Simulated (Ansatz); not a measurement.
The same path of CH8AlBOSi (13 atoms, charge 0, multiplicity 1) was run twice with different band settings. Lost on the way: Al2–H8. Made: B1–H8.

These are results of RKS PBE0-D4/def2-SVP (Ansatz 0.2.0), not measurements.

Relaxed end points:

```xyz
13
Properties=species:S:1:pos:R:3
B -1.138 3.252 -0.501
Al -1.429 1.291 0.253
O -0.104 0.217 0.265
Si 1.198 -0.798 0.261
C 0.666 -2.564 -0.047
H -0.806 4.185 0.200
H -1.293 3.538 -1.669
H -2.807 0.723 0.815
H 2.160 -0.372 -0.807
H 1.901 -0.701 1.580
H 1.540 -3.235 -0.056
H 0.155 -2.658 -1.018
H -0.023 -2.911 0.739
```

```xyz
13
Properties=species:S:1:pos:R:3
B -1.891 3.116 -0.300
Al -0.621 1.506 0.017
O 0.438 0.201 0.141
Si 1.518 -1.065 0.255
C 0.620 -2.692 0.077
H -1.509 3.927 0.526
H -2.992 2.622 -0.121
H -1.593 3.354 -1.463
H 2.543 -0.912 -0.822
H 2.200 -0.986 1.583
H 1.330 -3.531 0.148
H 0.111 -2.758 -0.897
H -0.134 -2.817 0.870
```

Common settings: movable images 7; climbing image yes; spring 5.0 eV/Å²; start path through a guess of the saddle point; force threshold 0.03 eV/Å; iteration limit 60; end points relaxed.

| run | optimiser | largest step |
| --- | --- | --- |
| 1 | quadratic models (default) | default |
| 2 | lbfgs | 0.5 Å |

Q: What does each run give, and how far can it be trusted?

A: Run 1: converged after 37 iterations, highest image 0.457 eV above the first end. The profile has 2 maxima (images 1, 4) with wells between them (image 3): this band takes more than one step, which may be the mechanism or a detour left from its start path. A vibrational analysis at the climbing image gives one clearly imaginary mode, 429i cm⁻¹, and a faint second one (14i cm⁻¹) that may be numerical noise or a soft torsion: probably a first-order saddle point.
Run 2: not converged after 60 iterations, highest image 0.651 eV above the first end. The band didn't meet its force threshold, so its energies are provisional: the largest band force was still 0.55 eV/Å, and over the last iterations the top stayed at 0.65 eV.
The orbitals stay closed-shell, which can raise the energy where a bond breaks towards radicals; this wasn't checked here.
